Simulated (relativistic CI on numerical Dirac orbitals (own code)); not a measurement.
# Hyperfine structure of Er9+, mass number 167

Calculated at this level of theory: Dirac-Coulomb-Breit CI, orbitals from a KLI potential per configuration, a model potential for QED, unscaled Slater integrals (own radial code, finite nucleus).

CI space (outside the closed core [Kr] 4d10): 4f10 5s2 5p, 4f11 5s2, 4f10 5s2 5d, 4f12 5s, 4f12 5p, 4f11 5s 5p, 4f11 5p2, 4f11 5s 6s. The list is cut by size and lacks configurations that can hold low levels.

Nuclear spin I = 7/2, μ = -0.5623 μN, Q = 3.57 b (tables of Stone and Pyykkö). The electronic factors are computed for point nuclear moments, without core polarisation or the Bohr-Weisskopf and QED corrections.

| Level | E (cm⁻¹) | A (MHz) | B (MHz) |
| --- | --- | --- | --- |
| 4f10 5s2 5p 6H°_15/2 | 0.0 | 229.8 | 7210 |
| 4f10 5s2 5p 6P°_3/2 | 26625.4 | 1401 | 2850 |

Levels with J = 0, under 50 % of one LS term, or S terms without an open s electron are left out. Small factors come from cancelling terms and can be off by tens of per cent or more.

At this charge energies of transitions that change n are usually good to better than 1 %, and those within a shell (Δn = 0) to a few per cent. Terms inside the open d or f shell come out 10 to 20 % too wide with unscaled integrals. Levels and lines within the n = 5 or 6 shells can be off by up to 10 % or somewhat more, and those that change n by about 2 %, since core polarisation is missing.

Question: Give the hyperfine levels of 4f10 5s2 5p 6P°_3/2 relative to its centre of gravity.

Answer: With K = F(F + 1) − I(I + 1) − J(J + 1), E = AK/2 + B[¾K(K + 1) − I(I + 1)J(J + 1)]/[2I(2I − 1)J(2J − 1)]: F = 2: -7930, F = 3: -5761, F = 4: -971.2, F = 5: 8065 MHz.

LS names give the leading component of a level, which can be under half, so a name can repeat, a term be missing and a line seem to break the LS rules.
